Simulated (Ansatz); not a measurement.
Reaction (isomerisation): `CC(=N)[SiH3]` → `C=NC[SiH3]`

Computed with Ansatz on PBE0-D4/def2-TZVP structures; ΔE is electronic, products minus reactants. CBS: MP2 limit from def2 TZ/QZ plus the TZ coupled-cluster correction, frozen cores. DFT in def2-TZVPP. B3LYP here is the variant with VWN-RPA as its local correlation; programs differ in this. HSE06 is defined as in plane-wave codes. Each species was taken in one conformer, which may not be the lowest.

```json
{"level": "LDA (SPW92)", "ΔE (kJ/mol)": "34.2", "difference from CCSD(T)/CBS": "-0.8"}
{"level": "PBE-D4", "ΔE (kJ/mol)": "34.8", "difference from CCSD(T)/CBS": "-0.2"}
{"level": "revPBE-D4", "ΔE (kJ/mol)": "34.3", "difference from CCSD(T)/CBS": "-0.7"}
{"level": "BLYP-D4", "ΔE (kJ/mol)": "32.6", "difference from CCSD(T)/CBS": "-2.4"}
{"level": "r2SCAN-D4", "ΔE (kJ/mol)": "35.5", "difference from CCSD(T)/CBS": "0.5"}
{"level": "B97M-V", "ΔE (kJ/mol)": "35.9", "difference from CCSD(T)/CBS": "0.9"}
{"level": "PBE0-D4", "ΔE (kJ/mol)": "34.5", "difference from CCSD(T)/CBS": "-0.5"}
{"level": "B3LYP-D4", "ΔE (kJ/mol)": "32.6", "difference from CCSD(T)/CBS": "-2.4"}
{"level": "HSE06-D4", "ΔE (kJ/mol)": "34.5", "difference from CCSD(T)/CBS": "-0.5"}
{"level": "BHLYP-D4", "ΔE (kJ/mol)": "32.5", "difference from CCSD(T)/CBS": "-2.5"}
{"level": "CAM-B3LYP-D4", "ΔE (kJ/mol)": "32.3", "difference from CCSD(T)/CBS": "-2.7"}
{"level": "ωB97M-V", "ΔE (kJ/mol)": "34.5", "difference from CCSD(T)/CBS": "-0.5"}
{"level": "B2PLYP", "ΔE (kJ/mol)": "32.7", "difference from CCSD(T)/CBS": "-2.3"}
{"level": "PBE-QIDH", "ΔE (kJ/mol)": "34.3", "difference from CCSD(T)/CBS": "-0.7"}
{"level": "PBE", "ΔE (kJ/mol)": "34.3", "difference from CCSD(T)/CBS": "-0.7"}
{"level": "revPBE", "ΔE (kJ/mol)": "34.1", "difference from CCSD(T)/CBS": "-0.9"}
{"level": "BLYP", "ΔE (kJ/mol)": "31.6", "difference from CCSD(T)/CBS": "-3.4"}
{"level": "r2SCAN", "ΔE (kJ/mol)": "35.4", "difference from CCSD(T)/CBS": "0.4"}
{"level": "PBE0", "ΔE (kJ/mol)": "34.1", "difference from CCSD(T)/CBS": "-0.9"}
{"level": "B3LYP", "ΔE (kJ/mol)": "31.8", "difference from CCSD(T)/CBS": "-3.2"}
{"level": "r2SCANh", "ΔE (kJ/mol)": "35.2", "difference from CCSD(T)/CBS": "0.2"}
{"level": "r2SCAN0", "ΔE (kJ/mol)": "34.8", "difference from CCSD(T)/CBS": "-0.2"}
{"level": "HSE06", "ΔE (kJ/mol)": "34.1", "difference from CCSD(T)/CBS": "-0.9"}
{"level": "BHLYP", "ΔE (kJ/mol)": "31.7", "difference from CCSD(T)/CBS": "-3.3"}
{"level": "LC-ωPBE", "ΔE (kJ/mol)": "34.4", "difference from CCSD(T)/CBS": "-0.6"}
{"level": "RPA@PBE/def2-TZVPP", "ΔE (kJ/mol)": "31.7", "difference from CCSD(T)/CBS": "-3.3"}
{"level": "HF/def2-SVP", "ΔE (kJ/mol)": "27.2", "difference from CCSD(T)/CBS": "-7.8"}
{"level": "MP2/def2-SVP", "ΔE (kJ/mol)": "30.9", "difference from CCSD(T)/CBS": "-4.1"}
{"level": "CCSD/def2-SVP", "ΔE (kJ/mol)": "29.3", "difference from CCSD(T)/CBS": "-5.7"}
{"level": "CCSD(T)/def2-SVP", "ΔE (kJ/mol)": "30.0", "difference from CCSD(T)/CBS": "-5.0"}
{"level": "HF/def2-TZVPP", "ΔE (kJ/mol)": "30.8", "difference from CCSD(T)/CBS": "-4.2"}
{"level": "MP2/def2-TZVPP", "ΔE (kJ/mol)": "33.6", "difference from CCSD(T)/CBS": "-1.4"}
{"level": "SCS-MP2/def2-TZVPP", "ΔE (kJ/mol)": "32.1", "difference from CCSD(T)/CBS": "-2.9"}
{"level": "CCSD/def2-TZVPP", "ΔE (kJ/mol)": "32.8", "difference from CCSD(T)/CBS": "-2.2"}
{"level": "CCSD(T)/def2-TZVPP", "ΔE (kJ/mol)": "33.5", "difference from CCSD(T)/CBS": "-1.5"}
{"level": "HF/def2-QZVPP", "ΔE (kJ/mol)": "30.9", "difference from CCSD(T)/CBS": "-4.1"}
{"level": "MP2/def2-QZVPP", "ΔE (kJ/mol)": "34.5", "difference from CCSD(T)/CBS": "-0.5"}
{"level": "SCS-MP2/def2-QZVPP", "ΔE (kJ/mol)": "33.2", "difference from CCSD(T)/CBS": "-1.8"}
{"level": "HF/CBS(def2)", "ΔE (kJ/mol)": "30.9", "difference from CCSD(T)/CBS": "-4.1"}
{"level": "MP2/CBS(def2)", "ΔE (kJ/mol)": "35.1", "difference from CCSD(T)/CBS": "0.1"}
{"level": "CCSD(T)/CBS", "ΔE (kJ/mol)": "35.0", "difference from CCSD(T)/CBS": "0"}
```

Problem. What do rigid-rotor, harmonic-oscillator terms from PBE0-D4/def2-TZVP frequencies (298.15 K, 1 bar) make of the CCSD(T)/CBS value? (An estimate is asked.)

Solution. Computed: ΔZPE = -1.2 kJ/mol, ΔH = +33.1 kJ/mol, ΔS = -5 J/(mol·K), ΔG = +34.5 kJ/mol.

Largest T1 diagnostic among the species: 0.012.

Leaving LDA and LC-ωPBE aside and taking each functional with its dispersion term where it has one, the values spread over 3.6 kJ/mol, from CAM-B3LYP-D4 to B97M-V. At CCSD(T), def2-SVP lies −5.0 kJ/mol from the extrapolated value and def2-TZVPP −1.5 kJ/mol.
